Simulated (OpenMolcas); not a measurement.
B2H2F2 (SMILES FBBF): methods side by side

The species is B2H2F2 (6 atoms), meant as a singlet with charge 0. As SMILES, `FBBF`. Geometry: relaxed at GFN2-xTB. This is one conformer, not always the lowest.

```xyz
6

F    -1.3917    1.0188   -0.7880
B    -0.1696    0.7512   -0.3737
B     0.1692   -0.7509    0.3740
F     1.3889   -1.0141    0.7977
H     0.5978    1.6248   -0.5776
H    -0.5947   -1.6298    0.5676
```

Each level gives the energy change with the B2–H5 bond stretched from 1.181 to 1.771 Å (eV). The values are calculated.

```
                                                  level                   kind     program  value (eV)  less CCSD(T)/def2-SVPD  CPU time (all runs)
                            HF/def2-SVPD (unrestricted)           Hartree–Fock  OpenMolcas        1.83                   +0.24                 24 s
                             PBE/def2-SVPD (restricted)                    GGA  OpenMolcas        1.44                   -0.15                 58 s
                           M06-L/def2-SVPD (restricted)               meta-GGA  OpenMolcas        1.61                   +0.02                 79 s
                            TPSS/def2-SVPD (restricted)               meta-GGA  OpenMolcas        1.56                   -0.03                 79 s
                           B3LYP/def2-SVPD (restricted)          global hybrid  OpenMolcas        1.58                   -0.01                 56 s
                          M06-2X/def2-SVPD (restricted)        hybrid meta-GGA  OpenMolcas        1.68                   +0.09                 76 s
                          B2PLYP/def2-SVPD (restricted)          double hybrid  OpenMolcas        1.64                   +0.05                 49 s
CCSD(T)/def2-SVPD (Cholesky decomposition) (restricted)  coupled cluster or CI  OpenMolcas        1.59                    0.00              7.5 min
```

Differences are taken from CCSD(T)/def2-SVPD (Cholesky decomposition) (restricted) for orientation; it has basis-set and higher-order errors of its own. The first shape isn't each level's own minimum. The values span 1.44 to 1.83 eV. Times are those of the runs behind each value, whatever else they computed, on shared processors of several kinds: orders of magnitude only.
